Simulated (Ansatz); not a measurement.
Abridged output of a molecular run in Ansatz:

```
Functional definition: HF
997 factors; integrals over basis functions are off by at most 1.2e-3 eV
mean field evaluation 1: about -61325.3392 eV, gradient 2.5e1 eV
mean field evaluation 2: about -61325.3401 eV, gradient 2.5e1 eV
mean field evaluation 4: about -61327.3690 eV, gradient 2.8e0 eV
mean field evaluation 8: about -61327.4024 eV, gradient 1.6e-4 eV
mean field -61327.40240015 eV, -2253.7404689991 hartree, gradient 2.8e-6 eV, S^2 0.000000; 0 other end points of the search recorded, 0 dependent functions left out
15 core orbitals not correlated: weight in the atoms' cores, before any rotation towards them, 1.000 or more for the frozen orbitals, at most 0.000 for the correlated occupied ones
reference -61327.40240015 eV, -2253.7404689991 hartree; 14, 14 occupied and 70, 70 virtual orbitals, 997 factors
second order -12.73368270 eV of doubles, -0.00000000 eV of singles
cycle   1  -13.22190513 eV  change   -4.9e-1 eV  update   9.8e-2
cycle   2  -13.73861211 eV  change   -5.2e-1 eV  update   3.1e-2
cycle   3  -13.82059578 eV  change   -8.2e-2 eV  update   1.4e-2
cycle   4  -13.81781588 eV  change    2.8e-3 eV  update   3.3e-3
cycle   5  -13.81777441 eV  change    4.1e-5 eV  update   1.1e-3
cycle   6  -13.81742895 eV  change    3.5e-4 eV  update   3.3e-4
cycle   7  -13.81731120 eV  change    1.2e-4 eV  update   1.0e-4
cycle   8  -13.81732344 eV  change   -1.2e-5 eV  update   3.2e-5
perturbative correction -0.40725396 eV, -0.0149663070 hartree
Total energy: -61341.62697755 eV, -2254.2632125768 hartree
```

Its atoms:

Cartesian coordinates in Å:
```
C -1.507 0.315 1.119
Ga 0.421 0.275 0.710
Si 1.213 -0.460 -1.455
H -2.122 -0.116 0.328
H -1.820 1.353 1.274
H -1.704 -0.218 2.053
H 1.429 0.745 1.829
H 0.622 0.385 -2.533
H 2.694 -0.416 -1.608
H 0.773 -1.862 -1.716
```

Question: Which basis set was used?
A. def2-TZVPPD
B. def2-TZVPP
C. def2-SVP
D. cc-pV(Q+d)Z

Answer: C. It gives 99 functions.

Question: Write the keys of the input that set method, charge and spin (a neutral closed shell needs none for the last two).

Answer: 
```yaml
correlation: {method: ccsd_t}
```
